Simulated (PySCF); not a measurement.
Ligands exchanged one at a time, Si Br-OCH3. Isolated molecules, 0 K electronic values unless said otherwise. One relaxed conformer stands for each flexible species; it need not be the lowest. Strings in code marks are SMILES.

These are PBE-D3(BJ)/def2-TZVP // B3LYP-D3(BJ)/def2-SVP run with PySCF values and carry that method's errors. All candidates: neutral, multiplicity 1. Excitations are Tamm–Dancoff values on a coarser integration grid. The basis has no diffuse functions, so Rydberg states are missing or too high.

* **LUMO**: -2.08 eV
* **T1 excitation (TDA)**: 4.95 eV
* **HOMO–LUMO gap**: 5.10 eV

### Question
Say which member has these values.
A) `CO[Si](Br)(Br)OC` (C–O–Si–Br torsion -59°, Br–Si–O–C torsion -57°)
B) `CO[Si](Br)(Br)Br` (C–O–Si–Br torsion 60°)
C) `CO[Si](Br)(OC)OC`

### Answer
B, `CO[Si](Br)(Br)Br` (C–O–Si–Br torsion 60°). The others give `CO[Si](Br)(OC)OC`: -0.25 eV, 6.45 eV, 6.59 eV; `CO[Si](Br)(Br)OC` (C–O–Si–Br torsion -59°, Br–Si–O–C torsion -57°): -1.22 eV, 5.61 eV, 5.77 eV
